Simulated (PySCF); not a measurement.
**Diatomics of Co with the halogens**

MP2 with triple-zeta basis sets in PySCF, for the lowest determinant that a PBE0 search found; no spin–orbit coupling. De refers to high-spin ground-configuration atoms.

| M | basis | reference, frozen orbitals | state (unpaired electrons) | Re (Å) | ωe (cm⁻¹) | De (eV) |
| --- | --- | --- | --- | --- | --- | --- |
| Cl | def2-TZVPPD | UHF, 10 | triplet (σ ↑, δ ↑) | 2.128 | 396 | n/a |
| Br | def2-TZVPPD | UHF, 14 | triplet (π ↑, δ ↑) | 2.220 | 309 | n/a |
| I | def2-TZVPP | UHF, 9 | triplet (σ ↑, δ ↑) | 2.425 | 260 | n/a |

The shortest bond is that of CoCl (2.128 Å), the longest that of CoI (2.425 Å).

The rows differ in basis set, which adds steps of its own.

The state changes along the series, so neighbouring rows are not always alike in their bonding.

Correlated steps freeze the inner cores (9 to 14 orbitals); shallow outer-core shells are correlated. These are scalar-relativistic numbers at best; spin–orbit coupling would shift them, the dissociation energy most. The state is the lowest single determinant that the PBE0 search found; with open d or f shells the true ground state can be another one.
